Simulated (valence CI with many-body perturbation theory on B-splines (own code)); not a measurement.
## Lu XXXIX: magnetic and hyperfine properties of the levels

Computed by relativistic CI+MBPT: five valence electrons over a frozen Dirac-Fock core [Ar] 3d10, a basis of 9 s, 9 p, 8 d, 6 f, 3 g, 1 h functions for each j, with the one-electron correlation potential Σ1, the two-electron term Σ2, the three-electron term Σ3, Breit, model QED; selected CI, second order for the rest (own B-spline code, finite nucleus).

The last digits are not significant, and no measured levels were compared; by estimate large intervals hold to a few tenths of a per cent, small ones and those within an open d or f shell to about a per cent. Among the levels kept, up to 300 cm⁻¹ of a level comes from second order outside the variational space, and about a tenth of that is noise between levels of different J, which matters for small intervals.

A/g_I is the dipole constant over the nuclear g factor μ/I (μ in nuclear magnetons, uniformly magnetised nucleus), B/Q the quadrupole constant per barn. Both hold the static response of the core; the bare values leave it out. Large factors of s and p1/2 electrons are usually good to 5 to 10 %; those of open d and f shells near neutrality can be off by tens of per cent, and small factors of p3/2, d and f electrons come from cancelling terms and can be off by a factor of two or in sign, in half-filled shells by more. B is blank for J = 1/2, where it vanishes, and for nearly pure S terms. Energies count from the lowest level.

Levels are named by their leading jj configuration (3d3/2^4 stands for four electrons in 3d with j = 3/2), which in mixed levels can hold well under half, so a name can repeat and another be missing. Letters in brackets count levels of one name in rising energy.

```csv
Level,E (cm⁻¹),g,A/g_I (MHz),A/g_I bare,B/Q (MHz/b),B/Q bare
(4s^2 4p1/2^2 4p3/2) J=3/2,0,1.372,46100,44200,87800,84800
(4s^2 4p1/2 4p3/2^2) J=3/2,567750,1.452,-20100,-19800,12700,12300
(4s^2 4p1/2 4p3/2^2) J=5/2,609170,1.196,117000,113000,-353,-329
(4s^2 4p1/2 4p3/2^2) J=1/2,661190,0.660,393000,380000,,
(4s^2 4p1/2^2 4d3/2) J=3/2,1152800,0.798,17100,17300,9720,9680
(4s^2 4p3/2^3) J=3/2,1236300,1.299,49400,47500,-100000,-97000
(4s 4p1/2^2 4p3/2^2) J=5/2,1260000,1.427,198000,192000,7440,7270
(4s^2 4p1/2^2 4d5/2) J=5/2,1370600,1.260,85700,83200,35500,34500
(4s 4p1/2^2 4p3/2^2) J=1/2,1409600,2.136,1150000,1110000,,
(4s 4p1/2^2 4p3/2^2) J=3/2,1427800,1.163,-155000,-150000,-21700,-21000
(4s^2 4p1/2 4p3/2 4d3/2) J=3/2 [a],1719200,0.922,76300,74300,-57300,-55300
(4s^2 4p1/2 4p3/2 4d3/2) J=5/2 [a],1719400,0.966,90500,87800,-14000,-13400
(4s^2 4p1/2 4p3/2 4d3/2) J=1/2 [a],1722700,0.227,139000,136000,,
(4s^2 4p1/2 4p3/2 4d3/2) J=7/2,1760600,1.054,85200,82700,85700,83000
(4s^2 4p1/2 4p3/2 4d5/2) J=3/2 [a],1824000,1.503,120000,117000,-50800,-49100
(4s^2 4p1/2 4p3/2 4d5/2) J=7/2 [a],1849500,1.311,-16900,-16100,102000,98700
(4s^2 4p1/2 4p3/2 4d5/2) J=5/2 [a],1861600,1.170,148000,143000,-69600,-67100
(4s^2 4p1/2 4p3/2 4d3/2) J=5/2 [b],1870900,1.258,38800,37800,58200,56200
(4s^2 4p1/2 4p3/2 4d3/2) J=3/2 [b],1877200,1.191,14200,13700,10600,10100
(4s^2 4p1/2 4p3/2 4d3/2) J=1/2 [b],1880900,1.626,180000,173000,,
(4s^2 4p1/2 4p3/2 4d5/2) J=9/2,1895100,1.198,64000,62100,89200,86400
(4s^2 4p1/2 4p3/2 4d5/2) J=3/2 [b],1968300,1.209,19900,19700,-42600,-41100
(4s^2 4p1/2 4p3/2 4d5/2) J=1/2,1990100,1.502,-225000,-216000,,
(4s^2 4p1/2 4p3/2 4d5/2) J=5/2 [b],1992200,1.195,40800,39700,-5900,-5450
(4s^2 4p1/2 4p3/2 4d5/2) J=7/2 [b],1993100,1.104,73200,71000,15400,15200
(4s^2 4p1/2 4p3/2 4d5/2) J=3/2 [c],2020700,1.146,135000,131000,-23000,-22200
(4s^2 4p1/2 4p3/2 4d5/2) J=5/2 [c],2037000,1.253,182000,176000,-69500,-67100
(4s 4p1/2 4p3/2^3) J=3/2,2093600,1.064,79400,76800,9460,9210
(4s 4p1/2 4p3/2^3) J=1/2,2109700,1.170,-240000,-232000,,
(4s 4p1/2^2 4p3/2 4d3/2) J=5/2 [a],2430000,1.292,184000,179000,28900,27900
(4s^2 4p3/2^2 4d3/2) J=3/2 [a],2435400,1.176,34000,32800,-39400,-38300
(4s^2 4p3/2^2 4d3/2) J=1/2,2435700,1.583,76000,72100,,
(4s 4p1/2^2 4p3/2 4d3/2) J=3/2 [a],2436300,1.360,156000,151000,-4230,-4250
(4s 4p1/2^2 4p3/2 4d3/2) J=1/2 [a],2436500,2.562,649000,627000,,
(4s^2 4p3/2^2 4d3/2) J=5/2,2441500,1.199,49700,48300,-9810,-9560
(4s 4p1/2^2 4p3/2 4d3/2) J=7/2,2453300,1.307,184000,179000,79700,77100
(4s^2 4p3/2^2 4d3/2) J=7/2,2457400,1.201,35400,34500,20300,19800
(4s^2 4p3/2^2 4d5/2) J=1/2,2473500,1.319,251000,244000,,
(4s^2 4p3/2^2 4d5/2) J=7/2,2481200,1.152,29200,28300,6730,6810
(4s^2 4p3/2^2 4d5/2) J=9/2,2485300,1.239,27500,26800,46200,45000
```

Question: Take the isotope of mass number 176, with I = 7, μ = 3.16 μN and Q = 4.92 b. What is the hyperfine structure of (4s 4p1/2^2 4p3/2^2) J=5/2?

Answer: From the table A = 89500 MHz, B = 36600 MHz. Shifts from the centre of gravity in MHz: F = 9/2: -1780000, F = 11/2: -1300000, F = 13/2: -722000, F = 15/2: -54600, F = 17/2: 710000, F = 19/2: 1580000.
